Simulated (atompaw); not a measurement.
# Reading a pseudo-wave (H (Z = 1))

Columns: radius, all-electron u(r) and pseudo u(r) of the 1s shell (level -12.68 eV) of hydrogen in the configuration 1s0.5; PBE, scalar-relativistic, PAW (atompaw) scheme, atompaw 4.2.0.5.

```csv
r (bohr),all-electron,pseudo
0.037,0.0770,0.0604
0.073,0.1464,0.1187
0.110,0.2123,0.1775
0.146,0.2715,0.2333
0.183,0.3275,0.2886
0.219,0.3776,0.3401
0.256,0.4246,0.3903
0.292,0.4665,0.4361
0.329,0.5056,0.4799
0.365,0.5402,0.5191
0.402,0.5723,0.5559
0.438,0.6003,0.5882
0.475,0.6262,0.6178
0.512,0.6491,0.6438
0.548,0.6689,0.6659
0.585,0.6867,0.6855
0.621,0.7017,0.7017
0.658,0.7150,0.7156
0.694,0.7259,0.7268
0.731,0.7352,0.7360
0.767,0.7425,0.7432
0.804,0.7483,0.7488
0.840,0.7525,0.7528
0.877,0.7554,0.7555
0.913,0.7569,0.7569
0.950,0.7572,0.7572
```

Task: How many radial nodes do the two functions have?

Result: The all-electron 1s function has n − l − 1 = 0; the pseudo-wave has 0.

Task: Is the pseudo-wave norm-conserving?

Result: No, it belongs to a PAW set: the norm inside the radius is not constrained, and the difference is carried by the augmentation charge.
